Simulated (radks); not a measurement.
The numbers below are computed, except where a source is named.
Ionisation of Dy+, [Xe] 4f10 6s1, to Dy2+, [Xe] 4f10, under several functionals. Dirac Kohn-Sham, spin-unpolarised, spherical densities, point nucleus; open shells are shared between the two j in proportion to 2j + 1; a radial shooting solver on a logarithmic mesh with Libxc functionals.

\begin{tabular}{lrrrrrr}
functional & E(Dy+) (hartree) & Exc (hartree) & IE (eV) & -e(HOMO) (eV) & <r> HOMO (bohr) & IE error (eV) \\ \hline
revPBE & -12168.3079 & -264.6214 & 11.542 & 8.716 & 3.742 & -0.105 \\
exchange-only LDA & -12153.4820 & -249.6268 & 10.996 & 7.954 & 0.8902 & -0.651 \\
B86b exchange with PBE correlation & -12169.0417 & -265.3616 & 11.662 & 8.872 & 3.711 & +0.015 \\
LDA (Slater exchange, VWN5 correlation) & -12160.1024 & -256.3353 & 11.871 & 9.110 & 3.671 & +0.224 \\
AM05 & -12160.3836 & -256.6221 & 11.523 & 8.792 & 3.714 & -0.124 \\
HCTH/407 & -12175.2800 & -271.9266 & 11.845 & 8.788 & 3.793 & +0.198 \\
exchange-only B88 & -12165.3906 & -261.6586 & 11.117 & 8.025 & 0.8898 & -0.530 \\
OLYP & -12172.4664 & -268.9714 & 11.542 & 8.450 & 3.792 & -0.105 \\
Wu-Cohen GGA & -12167.0066 & -263.3094 & 11.496 & 8.776 & 3.703 & -0.151 \\
\end{tabular}

NIST Atomic Spectra Database: 11.65 eV (semi-empirical). Closest: B86b exchange with PBE correlation. The Delta-SCF values span 0.88 eV, the total energies 21.80 hartree. The highest occupied level is 6s1/2. Spin polarisation and multiplet splitting are left out, so open shells lie too high by an amount that depends on their filling. Sharing an open shell by 2j + 1 raises it above the true ground level by a part of the spin-orbit splitting, which enters the differences from NIST.

Beside tabulated values, note that spin-unpolarised runs miss the spin-polarisation part of the exchange energy of open shells.
